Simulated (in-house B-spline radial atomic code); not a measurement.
Inner-shell binding energies (edges) and X-ray emission energies of free atoms and ions, as differences of relaxed hole-state energies with first-order Breit, QED and recoil terms, without correlation or multiplet splittings, in NIST's listed ground configurations. For neutral atoms such line energies lie within some 1 to 5 eV of tabulated X-ray lines (up to 20 eV for the heaviest). Removing outer electrons raises all edges nearly alike, so lines move far less than edges. K = 1s, L1 = 2s. A dash marks a subshell that is part filled or wasn't run, or a line left out. Computed with a B-spline radial code for spherical atoms: Dirac-Hartree-Fock, average of the configuration, finite nuclei.

```json
{"ion": "Ge", "configuration": "[Ar] 3d10 4s2 4p2", "K edge (eV)": "11111.8", "L1 edge (eV)": "1426.32"}
{"ion": "Ge+", "configuration": "[Ar] 3d10 4s2 4p1", "K edge (eV)": "11122.3", "L1 edge (eV)": "1436.65"}
{"ion": "Ge2+", "configuration": "[Ar] 3d10 4s2", "K edge (eV)": "11134.6", "L1 edge (eV)": "1448.66"}
{"ion": "Ge4+", "configuration": "[Ar] 3d10", "K edge (eV)": "11166.1", "L1 edge (eV)": "1479.27"}
{"ion": "Ge5+", "configuration": "[Ar] 3d9", "K edge (eV)": "11197.5", "L1 edge (eV)": "1511.42"}
{"ion": "Ge6+", "configuration": "[Ar] 3d8", "K edge (eV)": "11231.7", "L1 edge (eV)": "1546.35"}
{"ion": "Ge7+", "configuration": "[Ar] 3d7", "K edge (eV)": "11268.6", "L1 edge (eV)": "1583.94"}
```
